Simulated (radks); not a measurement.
Excited configurations of Ru XXII: one electron is placed in a higher orbital outside [Ar] 3d4. The ground configuration is [Ar] 3d5. Calculated with a radial shooting solver on a logarithmic mesh with Libxc functionals: Dirac Kohn-Sham, PBE, spin-unpolarised, spherical densities, finite nucleus; open shells fill j = l - 1/2 first; Fermi nuclear charge, rms radius 4.4809 fm. Excitation = E - E(ground); binding = E(ion) - E, where the ion is the core of charge +22; n* = 22/sqrt(2 binding) in atomic units. These energies are relativistic, and a one-electron ion of charge +22 with no core already has n* below n in this formula (Dirac formula, point nucleus: 5s1/2 4.989, 5p1/2 4.989, 6p1/2 5.989, 7s1/2 6.988, 7p1/2 6.988). The quantum defect is therefore taken as that value minus n*, so that it holds no relativistic shift of the bare ion.

outer orbital,excitation (eV),binding (eV),n*,quantum defect
5s1/2,626.34,349.19,4.343,0.646
5p1/2,642.77,332.75,4.449,0.540
6p1/2,753.79,221.74,5.450,0.539
7s1/2,811.56,163.97,6.337,0.651
7p1/2,817.01,158.51,6.445,0.543

The Delta-SCF ionisation energy is 975.52 eV (NIST Atomic Spectra Database: 981 eV, theoretical). Self-interaction in the functional shifts the binding energies and quantum defects, so they are the method's values and not measured ones. Spin polarisation and multiplet splitting are left out, so open shells lie too high by an amount that depends on their filling.

Beside tabulated values, note that spin-unpolarised runs miss the spin-polarisation part of the exchange energy of open shells.
